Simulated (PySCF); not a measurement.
**Ar²⁺: excitation energy**

Ar²⁺ [Ne] 3s2 3p4 (3P) → Ar²⁺ [Ne] 3s1 3p5 (3P), as a difference of total energies. All numbers are calculated (PySCF 2.14, the non-relativistic Hamiltonian (point nucleus), in aug-cc-pwCVTZ (8s7p5d3f, 75 functions)). Correlated levels: nothing frozen. The calculations carry no spin-orbit coupling.

```csv
method,excitation energy (eV)
UHF,17.054
MP2 (all electrons),15.451
SCS-MP2 (all electrons),15.275
CCSD (all electrons),14.465
CCSD(T) (all electrons),13.957
```

**Question.** How much does correlation contribute at CCSD(T) (all electrons)?

**Answer.** 13.957 − (17.054) = -3.097 eV, measured against UHF.

The coupled-cluster amplitudes are large for the upper state (T1 above 0.03 or a double amplitude above 0.15), so a single reference is strained.
